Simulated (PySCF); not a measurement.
Constitutional and geometric isomers with formula H2F2Si2. Gas-phase values, no solvent. Strings in code marks are SMILES.

The S1 excitation (TDA) from two functionals at the same geometries (ωB97X-D3(BJ)/def2-TZVP), both in PySCF: PBE-D3(BJ)/def2-TZVP and ωB97X-D3(BJ)/def2-TZVP. Excitations are Tamm–Dancoff values on a coarser integration grid. The basis has no diffuse functions, so Rydberg states are missing or too high.

| species | PBE-D3(BJ)/def2-TZVP (eV) | ωB97X-D3(BJ)/def2-TZVP (eV) |
|---|---|---|
| `F/[SiH]=[SiH]/F` | 3.22 | 3.30 |
| `F/[SiH]=[SiH]\F` | 3.35 | 3.40 |
| `F[Si](F)=[SiH2]` | 4.45 | 4.64 |

Over these rows, drawn at random from the members with no instability flagged (it was tested for open shells, ions and some series alone), PBE minus ωB97X-D3(BJ): mean -0.11 eV, from -0.19 eV to -0.05 eV.
